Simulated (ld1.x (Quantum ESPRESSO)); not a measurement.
# Scattering properties, TM potential for O (Z = 8)

```
Element                 : O (Z = 8)
Generator               : ld1.x (Quantum ESPRESSO) 7.5
Type                    : norm-conserving Troullier–Martins (Kleinman–Bylander form)
Functional              : PBE
Relativity              : scalar-relativistic
Frozen core             : [He]
Valence charge          : 6
Reference configuration : 2s2 2p4
Partial waves           : 2p (bound): rc 1.85 bohr; 3d channel at 0.45 Ry: rc 1.85 bohr; 2s (bound): rc 0.85 bohr
Local potential         : the s channel
Core correction         : a·sin(br)/r model core, default radius (core density twice the valence density)
```

The phase is arctan(r·u′/u) with u = r·R(r), unwrapped; energies in Ry, scanned from -4 to 5 Ry. A pole is an energy at which the radial function vanishes at the test radius. The pseudo phase is shifted by a multiple of π to meet the all-electron one at the reference energy, and phase errors are pseudo minus all-electron; the curves can meet again beyond the range given. Levels narrower than the energy grid can be missing from the lists of poles.

Q: For each channel, where are the poles, and over which energies does the pseudopotential scatter like the atom?

A:

| channel | radius (bohr) | reference energy (Ry) | poles, all-electron | poles, pseudo | unbroken range about the reference energy with phases within 0.05 rad | phase error 1 Ry above the reference energy (rad) |
| --- | --- | --- | --- | --- | --- | --- |
| s | 1.99 | -1.76 | -1.27 | -1.27 | the whole range | -0.000 |
| p | 1.99 | -0.66 | -0.10 | -0.09 | below 2.0 | +0.006 |
| d | 1.99 | 0.45 | none | none | the whole range | +0.000 |

Phases in the d channel:

| E (Ry) | all-electron | pseudo |
| --- | --- | --- |
| -4.00 | 1.349 | 1.349 |
| -3.52 | 1.338 | 1.338 |
| -3.04 | 1.325 | 1.325 |
| -2.56 | 1.311 | 1.311 |
| -2.08 | 1.293 | 1.293 |
| -1.60 | 1.272 | 1.272 |
| -1.12 | 1.245 | 1.245 |
| -0.64 | 1.211 | 1.211 |
| -0.16 | 1.165 | 1.165 |
| 0.32 | 1.100 | 1.100 |
| 0.80 | 1.001 | 1.001 |
| 1.28 | 0.835 | 0.835 |
| 1.76 | 0.519 | 0.520 |
| 2.24 | -0.062 | -0.059 |
| 2.72 | -0.704 | -0.700 |
| 3.20 | -1.082 | -1.078 |
| 3.68 | -1.280 | -1.276 |
| 4.16 | -1.396 | -1.392 |
| 4.64 | -1.474 | -1.469 |
